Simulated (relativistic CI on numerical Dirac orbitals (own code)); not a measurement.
## Sensitivity of the levels of Zr VII to α and to the nuclear radius

Method of calculation: Dirac-Coulomb-Breit CI, orbitals from a KLI potential per configuration, derivatives by finite differences, unscaled Slater integrals, QED left out (own radial code, finite nucleus).

Configuration list (outside the closed core [Ar] 3d10): 4s²4p⁴, 4s4p⁵, 4s²4p³4d, 4p⁶, 4s4p⁴4d, 4s²4p³4f, 4s²4p³5s. Double excitations out of closed p, d and f shells are left out; levels of such configurations are missing from the list, as are those of other unlisted configurations, and high levels can miss mixing partners.

With x = (α/α₀)² − 1 an excitation energy changes as ω = ω₀ + qx; K = 2q/ω₀ is the relative enhancement. Terms are leading LS components, so labels can repeat. The field-shift factor is F = δν/δ⟨r²⟩ for the transition from the lowest level.

Lowest level 4s²4p⁴ ³P2.

| Level | ω₀ (cm⁻¹) | q (cm⁻¹) | K | F (GHz/fm²) |
| --- | --- | --- | --- | --- |
| 4s²4p⁴ ³P1 | 13173 | 15410 | 2.34 | -0.18 |
| 4s²4p⁴ ³P0 | 13411 | 10150 | 1.51 | -0.148 |
| 4s²4p⁴ ¹D2 | 28977 | 13670 | 0.943 | -0.124 |
| 4s²4p⁴ ¹S0 | 64105 | 21150 | 0.66 | -0.668 |
| 4s4p⁵ ³P°2 | 196006 | 20800 | 0.212 | -16.3 |
| 4s4p⁵ ³P°1 | 205252 | 29060 | 0.283 | -16.2 |
| 4s4p⁵ ³P°0 | 211648 | 37070 | 0.35 | -16.3 |
| 4s4p⁵ ¹P°1 | 251686 | 25850 | 0.205 | -11.2 |
| 4s²4p³4d ⁵D°0 | 265978 | 12200 | 0.0918 | 0.993 |
| 4s²4p³4d ⁵D°1 | 266247 | 12720 | 0.0956 | 0.996 |
| 4s²4p³4d ⁵D°2 | 266363 | 12260 | 0.0921 | 1.05 |
| 4s²4p³4d ⁵D°3 | 266537 | 11820 | 0.0887 | 1.09 |
| 4s²4p³4d ⁵D°4 | 267497 | 13140 | 0.0982 | 1.1 |

At this charge configurations can still be misplaced by up to about 7 % of their energy.
